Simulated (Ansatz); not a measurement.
acetamide (C₂H₅NO), singlet, at a GFN2-xTB geometry; PBE0/3-21G in Ansatz (a quantum-chemistry and plane-wave program).

The Ansatz input:
Ansatz 0.2 input:
```yaml
crystal:
  periodic: [false, false, false]
  atoms:
    - {symbol: O, position_ang: [0.42378843, 1.31335395, -0.10983582]}
    - {symbol: C, position_ang: [0.07883705, 0.15962437, -0.01302384]}
    - {symbol: N, position_ang: [0.97349819, -0.85477823, 0.08636671]}
    - {symbol: C, position_ang: [-1.36369635, -0.29914896, 0.00992359]}
    - {symbol: H, position_ang: [0.68999030, -1.81413072, 0.16690771]}
    - {symbol: H, position_ang: [-2.01725080, 0.56352280, -0.07332249]}
    - {symbol: H, position_ang: [-1.55183793, -0.97516368, -0.82107525]}
    - {symbol: H, position_ang: [-1.57282710, -0.82103070, 0.94097462]}
    - {symbol: H, position_ang: [1.95628661, -0.63943414, 0.07923654]}
basis:
  gaussian:
    orbitals: 3-21G.json
hamiltonian:
  xc: pbe0
```
The basis file holds 3-21G in the JSON format of the Basis Set Exchange.

Task: Predict the main parts of the log of this Ansatz run.

Result: 
```
Functional definition: PBE0
571 factors; integrals over basis functions are off by at most 9.5e-4 eV
mean field evaluation 1: about -5650.3700 eV, gradient 5.1e1 eV
mean field evaluation 2: about -5646.9650 eV, gradient 6.7e1 eV
mean field evaluation 4: about -5655.1076 eV, gradient 2.4e0 eV
mean field evaluation 8: about -5655.0884 eV, gradient 1.8e-1 eV
mean field evaluation 16: about -5655.0885 eV, gradient 1.2e-5 eV
mean field -5655.08848708 eV, -207.8206687434 hartree, gradient 1.2e-5 eV, S^2 0.000000; 0 other end points of the search recorded, 0 dependent functions left out
reference -5655.08850124 eV, -207.8206692641 hartree; 16, 16 occupied and 30, 30 virtual orbitals, 571 factors
Total energy: -5655.08850124 eV, -207.8206692641 hartree
```
